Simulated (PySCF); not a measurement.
GaSb at BP86

Computed with BP86; Ga cc-pVDZ-PP with ECP10, Sb cc-pVDZ-PP with ECP28; scalar-relativistic core potentials (PySCF 2.14).

- state: ³Σ⁻ (triplet), unpaired electrons π ↑↑
- bond length: 2.816 Å
- harmonic wavenumber: 169 cm⁻¹
- force constant: 0.737 mdyn/Å
- rotational constant Be: 0.04841 cm⁻¹
- anharmonicity ωexe: 0.374 cm⁻¹
- vibration–rotation constant αe: 0.000167 cm⁻¹
- well depth De to Ga + Sb: 44.3 kcal/mol
- dissociation energy D0: 44.1 kcal/mol
- bond order (Mayer): 1.24
- dipole moment (positive dipole means Ga(−)Sb(+)): -1.34 D

Spin–orbit coupling is left out, which matters for elements this heavy, above all for dissociation energies. The state is the lowest determinant that a PBE0 search found; another state may lie lower at other levels.
